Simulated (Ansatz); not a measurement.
`C#[C][SnH2][CH3]`. Total charge 0; spin multiplicity 1. Sn: def2 effective core potential. The geometry is a stationary point of PBE0-D4/def2-TZVP.

```xyz
10

C     1.079    1.516   -2.110
C     0.592    1.174   -1.060
Sn   -0.250    0.544    0.744
C    -0.467   -1.576    0.654
H     1.509    1.822   -3.037
H     0.805    1.019    1.997
H    -1.756    1.328    0.909
H    -1.115   -1.840   -0.182
H    -0.905   -1.950    1.580
H     0.509   -2.036    0.507
```

(1) What is the dipole moment at ωB97M-V/def2-TZVPP? (An estimate is asked.)

(2) And with PBE, r2SCAN, B3LYP? (Estimate.)

(3) Give the Mulliken charges with ωB97M-V, r2SCAN, PBE in def2-TZVPP. (Best estimate.)

Results:

(1) The calculation gave: 0.94 D, with components (-0.22, -0.87, 0.27) D in this frame, pointing from negative to positive charge.

(2) Computed: PBE 1.00 D, r2SCAN 0.99 D, B3LYP 0.99 D.

(3) Computed: 
```json
{"atom": "C1", "ωB97M-V": "-0.09", "r2SCAN": "-0.15", "PBE": "-0.09"}
{"atom": "C2", "ωB97M-V": "-0.55", "r2SCAN": "-0.48", "PBE": "-0.46"}
{"atom": "Sn3", "ωB97M-V": "0.77", "r2SCAN": "0.85", "PBE": "0.77"}
{"atom": "C4", "ωB97M-V": "-0.61", "r2SCAN": "-0.47", "PBE": "-0.56"}
{"atom": "H5", "ωB97M-V": "0.22", "r2SCAN": "0.21", "PBE": "0.19"}
{"atom": "H6", "ωB97M-V": "-0.09", "r2SCAN": "-0.12", "PBE": "-0.12"}
{"atom": "H7", "ωB97M-V": "-0.09", "r2SCAN": "-0.12", "PBE": "-0.12"}
{"atom": "H8", "ωB97M-V": "0.15", "r2SCAN": "0.10", "PBE": "0.13"}
{"atom": "H9", "ωB97M-V": "0.14", "r2SCAN": "0.10", "PBE": "0.12"}
{"atom": "H10", "ωB97M-V": "0.15", "r2SCAN": "0.10", "PBE": "0.13"}
```

B3LYP here is the variant with VWN-RPA as its local correlation; programs differ in this.
